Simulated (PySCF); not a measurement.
Dipole response of As²⁺ (arsenic, charge +2)

[Ar] 3d10 4s2 4p1, 2P determinant. Computed with PySCF 2.14 in aug-cc-pwCVTZ-PP with ECP10MDF, with scalar relativity through the core potential. Coupled (time-dependent) response in atomic units; α is the mean over directions.

| method | mean α (bohr³) | α xx, yy, zz | C₆ (like pair) | S(−4) |
| --- | --- | --- | --- | --- |
| UHF | 10.85 | 10.90, 10.77, 10.90 | 48.72 | 41.93 |
| PBE | 10.20 | 10.05, 10.51, 10.05 | 45.02 | 36.10 |
| PBE0 | 10.33 | 10.25, 10.49, 10.25 | 45.73 | 37.02 |
| M06-L | 9.925 | 9.899, 9.976, 9.899 | 43.97 | 32.97 |

S(−4) is the Cauchy moment in α(ω) = α(0) + S(−4) ω² + …

Spin-orbit coupling is absent.

α(iu) at UHF:

```csv
u (hartree),α(iu) (bohr³)
0,10.85
0.0500,10.75
0.100,10.45
0.200,9.425
0.300,8.129
0.500,5.737
0.750,3.764
1.00,2.634
1.50,1.540
2.00,1.053
3.00,0.6279
5.00,0.3307
```

A single London oscillator, α(iu) = α/(1 + u²/ω²), gives C₆ = (3/4) ω α². Matching the computed C₆ needs ω = 4 × 48.72 / (3 × 10.85²) = 0.552 hartree.

For an ion, C₆ is the dispersion term alone; charge-induced terms of lower order in 1/R come first.

The components differ because the open shell of this determinant is not spherical; for a pure term their mean is the scalar polarisability.

Energies and moments cover only the electrons outside the core potential.
